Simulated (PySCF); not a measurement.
**Frontier orbitals and the lowest excitations**

Compound: CH10SSi3.
Geometry (GFN2-xTB, Å), atoms numbered from 1 in this order:
```
atom  x, y, z in Å
Si1   -2.604    0.195   -0.539
C2    -1.598   -0.207    1.030
Si3    0.218   -0.634    0.747
S4     1.145    1.135   -0.064
Si5    3.161    0.521   -0.420
H6    -2.061    1.371   -1.210
H7    -3.993    0.446   -0.139
H8    -2.568   -0.968   -1.430
H9    -1.656    0.647    1.706
H10   -2.065   -1.043    1.550
H11    0.925   -0.963    1.986
H12    0.403   -1.717   -0.218
H13    3.778    0.168    0.853
H14    3.763    1.692   -1.030
H15    3.146   -0.636   -1.309
```

Computed, not measured: TDDFT PBE0/def2-SVPD, vertical, gas phase, core orbitals frozen in the response (PySCF 2.14.0, density-fitted response routines).

Kohn–Sham orbitals with the atoms that hold most of them (Löwdin shares over 4%, at most four atoms; ? is withheld):

| orbital | ε (eV) | atoms |
| --- | --- | --- |
| LUMO+2 | 0.41 | Si5 26%, S4 19%, Si3 17%, H15 8% |
| LUMO+1 | -0.02 | Si3 19%, S4 15%, Si1 11%, Si5 10% |
| LUMO | -0.12 | Si5 26%, S4 20%, Si3 13%, H14 8% |
| HOMO | ? | ? |
| HOMO-1 | -8.52 | ? |
| HOMO-2 | -8.91 | C2 26%, Si3 16%, Si1 15%, H7 12% |
| HOMO-3 | -9.27 | C2 26%, Si1 16%, Si3 10%, S4 8% |

(1) Which atoms hold the HOMO-1, and with what shares?

(2) Which atoms hold the HOMO, and with what shares?

(3) What is the HOMO energy, and the HOMO–LUMO gap?

## Answers

(1) S4 (bonded to 2 Si) 53%; Si3 (bonded to C, S and 2 H) 12%; Si5 (bonded to S and 3 H) 9%; C2 (bonded to 2 Si and 2 H) 6%. By element: sulfur 53%, silicon 22% or more, carbon 6%.

(2) S4 (bonded to 2 Si) 69%; Si5 (bonded to S and 3 H) 9%; Si3 (bonded to C, S and 2 H) 9%. By element: sulfur 69%, silicon 18% or more.

(3) ε(HOMO) = -7.22 eV; the gap is 7.10 eV (0.2610 hartree).

**Question.** How does S1 compare with the orbital gap of 7.10 eV?

**Answer.** S1 is at 5.81 eV (f = 0.014), 1.30 eV below the gap, made of HOMO→LUMO (99%). Without the coupling terms of the response equations the lowest excitation would equal the gap.

**Question.** One configuration dominates each of S1 and S2. Which, and how do the shares of the two leading atoms of either orbital change from the occupied to the empty one?

**Answer.** 
- S1 (5.81 eV, f 0.014), HOMO→LUMO (99%): S4 69% → 20%, Si5 9% → 26%
- S2 (5.99 eV, f 0.0003), HOMO→LUMO+1 (94%): S4 69% → 15%, Si5 9% → 10%, Si3 9% → 19%

One conformer stands for the species.
